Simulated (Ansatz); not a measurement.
`FC[SiH2][SiH2]F` + H–F → `FC[SiH2]F` + `F[SiH3]` at 500 K and 1 bar (cleavage of the Si–Si bond).

Program: Ansatz. Geometries: PBE0-D4/def2-TZVP. ΔE: electronic, gas phase. CBS: MP2 limit from def2 TZ/QZ plus the TZ coupled-cluster correction, frozen cores. This one scheme is used for every species. Each species was taken in one conformer, which may not be the lowest.

```
          species  CCSD(T)/CBS energy (Eh)  H − E (kJ/mol)  S (J/(mol·K))
`FC[SiH2][SiH2]F`               -819.44343           227.2          445.3
              H–F               -100.39570            39.4          188.7
      `FC[SiH2]F`               -529.16787           166.0          357.9
        `F[SiH3]`               -390.72345            94.1          267.5
```

H − E and S are ideal-gas, rigid-rotor, harmonic terms from PBE0-D4/def2-TZVP, for one conformer and one mirror image of each species. 1 Eh = 2625.50 kJ/mol, R = 8.31446 J/(mol·K).

By hand: ΔE, ΔH, ΔS and ΔG.

ΔE = (-529.16787) + (-390.72345) − (-819.44343) − (-100.39570) = -0.05219 Eh = -137.0 kJ/mol. Δ(H − E) = 166.0 + 94.1 − 227.2 − 39.4 = -6.5, so ΔH = -143.5 kJ/mol. ΔS = 357.9 + 267.5 − 445.3 − 188.7 = -8.6 J/(mol·K). ΔG = -143.5 − 500 × (-8.6)/1000 = -139.2 kJ/mol.

By hand: the equilibrium constant, and the temperature at which ΔG would vanish if ΔH and ΔS stayed fixed.

log₁₀ K = −ΔG/(RT ln 10) = 14.5. ΔG = 0 at ΔH/ΔS = 16686 K, far beyond where these terms or the molecules hold.

The number of gas molecules stays the same, so ΔS is small and ΔH decides. A doubt of 5 kJ/mol in ΔE shifts log₁₀ K by 0.5 here. Other conformers and mirror images would add mixing entropy, several J/(mol·K) or more a flexible species. Modes under 60 cm⁻¹, often nearly free rotors, make the harmonic entropy too high. These are equilibria of isolated gas molecules and say nothing of rates. Largest T1 diagnostic: 0.012 (customary marks: 0.02 for closed shells, 0.045 for open ones).
